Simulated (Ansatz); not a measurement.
```yaml
crystal:
  periodic: [true, true, true]
  atoms:
    - {symbol: O, position_ang: [-2.799135, 0.729013, 0.981969]}
    - {symbol: Si, position_ang: [-1.355783, 0.976433, 0.214804]}
    - {symbol: Si, position_ang: [0.133514, -0.823010, 0.430340]}
    - {symbol: Si, position_ang: [2.119900, -0.373187, -0.721155]}
    - {symbol: H, position_ang: [-3.300430, -0.051071, 0.741489]}
    - {symbol: H, position_ang: [-0.779154, 2.193772, 0.837259]}
    - {symbol: H, position_ang: [-1.553123, 1.236492, -1.241729]}
    - {symbol: H, position_ang: [0.433854, -1.088869, 1.865739]}
    - {symbol: H, position_ang: [-0.487505, -2.054952, -0.140263]}
    - {symbol: H, position_ang: [3.079435, -1.503081, -0.597341]}
    - {symbol: H, position_ang: [1.828310, -0.151458, -2.163092]}
    - {symbol: H, position_ang: [2.757017, 0.854820, -0.174019]}
basis:
  gaussian: {orbitals: ANO-RCC-VTZP}
total_charge: 1
magnetization: {spin_polarized: true, initial_magnetization: 1}
hamiltonian: {xc: {name: r2SCAN}, dispersion: d3bjatm}
scf: {lower_state_search: full}
```

```sh
$ ansatz run in.yaml --threads 4 --pin off --events-out ev --progress --plain --max-ram 10444MiB
```

Output, abridged:

```
Error: YAML parse error: error: line 2 column 3: crystal: missing field `lattice` (a structure is typed as `lattice` and `atoms`, a molecule's as `atoms` in Å alone, or read from a run's directory, `checkpoint`)
 --> <input>:2:3
  |
1 | crystal:
2 |   periodic: [true, true, true]
  |   ^ crystal: missing field `lattice` (a structure is typed as `lattice` and `atoms`, a molecule's as `atoms` in Å alone, or read from a run's directory, `checkpoint`)
3 |   atoms:
4 |     - {symbol: O, position_ang: [-2.799135, 0.729013, 0.981969]}
  |
```

**Question.** Something in this input is off. What?

**Answer.** The molecule is marked periodic without a cell. The program refused the input.
